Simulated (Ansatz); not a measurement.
H$_{3}$O$_{3}$Si (SMILES O[Si](O)O), doublet, geometry from GFN2-xTB; Ansatz (a first-principles code) with PBE/def2-SVP.

The Ansatz input:
Ansatz 0.2 input:
```yaml
crystal:
  periodic: [false, false, false]
  atoms:
    - {symbol: O, position_ang: [-0.84317475, -0.87603590, -0.91455838]}
    - {symbol: Si, position_ang: [-0.16941596, -0.08038194, 0.34291190]}
    - {symbol: O, position_ang: [-0.28508537, 1.51773913, -0.03316397]}
    - {symbol: O, position_ang: [1.37066024, -0.57947772, 0.49097699]}
    - {symbol: H, position_ang: [-1.58178239, -0.47345656, -1.36288875]}
    - {symbol: H, position_ang: [0.23413609, 2.15205276, 0.45211068]}
    - {symbol: H, position_ang: [1.78026866, -1.05105329, -0.23602572]}
basis:
  gaussian:
    orbitals: def2-SVP
hamiltonian:
  xc: pbe
magnetization: {spin_polarized: true, initial_magnetization: 1}
```

Problem. Write the output that Ansatz gives for this input, abridged.

Solution. 
```
Functional definition: PBE
799 factors; their error is unknown
mean field evaluation 1: about -14038.0013 eV, gradient 6.3e1 eV
mean field evaluation 2: about -13995.2251 eV, gradient 1.2e2 eV
mean field evaluation 4: about -14051.5129 eV, gradient 5.4e0 eV
mean field evaluation 8: about -14051.6296 eV, gradient 2.7e-1 eV
mean field evaluation 16: about -14051.5865 eV, gradient 7.9e-5 eV
mean field -14051.58646923 eV, -516.3862782369 hartree, gradient 2.0e-5 eV, S^2 0.751287; 0 other end points of the search recorded, 0 dependent functions left out
reference -14051.58650105 eV, -516.3862794061 hartree; 21, 20 occupied and 54, 55 virtual orbitals, 799 factors
Total energy: -14051.58650105 eV, -516.3862794061 hartree
```
